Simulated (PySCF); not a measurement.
Input for PySCF: D3(BJ) and D4 dispersion corrections on C2H6OSi (a complex).

```python
from pyscf import gto
from pyscf.dispersion import dftd3, dftd4

mol = gto.M(
    atom='''
    C     0.13515830    0.80273764    0.53672187
    C     0.22527198   -0.38889827    0.45588255
    H     0.05846152    1.86120077    0.60604576
    H     0.30894431   -1.44645933    0.38108975
    O    -1.08683584   -0.08231650    3.46669160
    Si    0.20467545   -0.02885024    4.48981149
    H    -0.89739820   -0.01014893    2.52315555
    H     1.15983002   -1.13719468    4.23434127
    H    -0.34313081   -0.15380226    5.85590761
    H     0.95316191    1.24846748    4.36967262
    ''',
    basis='def2-svp',
    charge=0, spin=0, verbose=0, max_memory=1800)
d3, d4 = {}, {}
for xc in ['hf', 'pbe', 'blyp', 'revpbe', 'tpss', 'r2scan', 'b3lyp', 'pbe0', 'bhlyp', 'camb3lyp', 'b2plyp']:
    d3[xc] = float(dftd3.DFTD3Dispersion(mol, xc=xc, version='d3bj', atm=False).get_dispersion()['energy'])
    print(f'D3(BJ) {xc:10s} {d3[xc]:14.8f} Eh')
for xc in ['hf', 'pbe', 'blyp', 'revpbe', 'tpss', 'r2scan', 'b3lyp', 'pbe0', 'bhlyp', 'camb3lyp', 'b2plyp']:
    d4[xc] = float(dftd4.DFTD4Dispersion(mol, xc={'camb3lyp': 'cam-b3lyp'}.get(xc, xc), atm=True).get_dispersion()['energy'])
    print(f'D4     {xc:10s} {d4[xc]:14.8f} Eh')
```

The log:

```
D3(BJ) hf            -0.04486684 Eh
D3(BJ) pbe           -0.00585959 Eh
D3(BJ) blyp          -0.01222733 Eh
D3(BJ) revpbe        -0.01445350 Eh
D3(BJ) tpss          -0.00742410 Eh
D3(BJ) r2scan        -0.00178319 Eh
D3(BJ) b3lyp         -0.01000326 Eh
D3(BJ) pbe0          -0.00515577 Eh
D3(BJ) bhlyp         -0.00776047 Eh
D3(BJ) camb3lyp      -0.00475768 Eh
D3(BJ) b2plyp        -0.00466766 Eh
D4     hf            -0.01823738 Eh
D4     pbe           -0.00536793 Eh
D4     blyp          -0.01155238 Eh
D4     revpbe        -0.01634186 Eh
D4     tpss          -0.00722932 Eh
D4     r2scan        -0.00147257 Eh
D4     b3lyp         -0.00849208 Eh
D4     pbe0          -0.00461389 Eh
D4     bhlyp         -0.00624747 Eh
D4     camb3lyp      -0.00469294 Eh
D4     b2plyp        -0.00380958 Eh
```

The run finished.

Cost: about 0.020 core-seconds (a rough figure).
